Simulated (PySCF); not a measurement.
Two species compared at the same levels of theory.

First species: SnMe3(nBu), C₇H₁₈Sn.
SMILES: `CCC[CH2][Sn]([CH3])([CH3])[CH3]`

Second species: C6H13PSi.
InChI=1S/C6H13PSi/c1-5-6(7)8(2,3)4/h5,7H,1H2,2-4H3

Levels: B3LYP/def2-SVPD for HOMO energy, LUMO energy, HOMO–LUMO gap and static isotropic polarisability; TDDFT B3LYP/def2-SVPD for lowest singlet excitation; TDA B3LYP/def2-SVPD for lowest triplet excitation (Tamm–Dancoff). Geometries: PBE0-D3(BJ)/def2-SVP. Each species is one conformer at its optimised geometry, gas phase (atoms past krypton carry core potentials, spin–orbit coupling is left out). Electronic properties by PySCF.

Dipoles, sizes and rotational constants follow the conformer. The torsions of the flexible species, by atom-mapped SMILES:
- `[H]/[P:4]=[C:3](\[CH:2]=[CH2:1])[Si:5]([CH3:6])([CH3:7])[CH3:8]`: C1–C2–C3–P4 179°, C2–C3–Si5–C6 -179°

Values for the first species:

- HOMO energy: -7.02 eV
- LUMO energy: -0.10 eV
- HOMO–LUMO gap: 6.92 eV
- Lowest singlet excitation: 6.16 eV
- Lowest triplet excitation (Tamm–Dancoff): 5.96 eV
- Static isotropic polarisability: 130.7 au

Problem. Estimate the same properties for the second species, and the change in each.

Solution. 
| property | first | second | second less first |
| --- | --- | --- | --- |
| HOMO energy | -7.02 eV | -6.55 eV | +0.47 eV |
| LUMO energy | -0.10 eV | -2.33 eV | -2.23 eV |
| HOMO–LUMO gap | 6.92 eV | 4.22 eV | -2.70 eV |
| lowest singlet excitation | 6.16 eV | 4.22 eV | -1.94 eV |
| lowest triplet excitation (Tamm–Dancoff) | 5.96 eV | 2.22 eV | -3.74 eV |
| static isotropic polarisability | 130.7 au | 132.1 au | +1.4 au |

On the first: In wavenumbers S1 is 49700 cm⁻¹ (1 eV = 8065.54 cm⁻¹). The principal polarisabilities are 121.3, 124.0 and 146.7 au; their mean is the isotropic value. Atoms past krypton carry effective core potentials; spin–orbit coupling is left out.

On the second: No computed singlet falls in the visible range (750 to 380 nm, 1.65 to 3.26 eV); S1 lies 0.96 eV above its blue end. The polarisability is 19.57 Å³ as a volume (1 au = 0.148185 Å³), or 1.69 au for each of the 78 electrons.
